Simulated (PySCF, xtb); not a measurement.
1-bromo-1-fluoropropa-1,2-diene (C3H2BrF), SMILES BrC(F)=C=C.

GFN2-xTB run with xtb at its own geometry gives an orbital gap of 3.75 eV and a dipole moment of 3.70 D.

The structure is a stationary point at PBE0-D3(BJ)/def2-SVP.

Q: What does PySCF with PBE/def2-TZVP give? (The exact figures need the calculation; the answer reports its results.)

A: gap 3.78 eV (levels -6.09 and -2.30 eV), dipole 1.70 D.
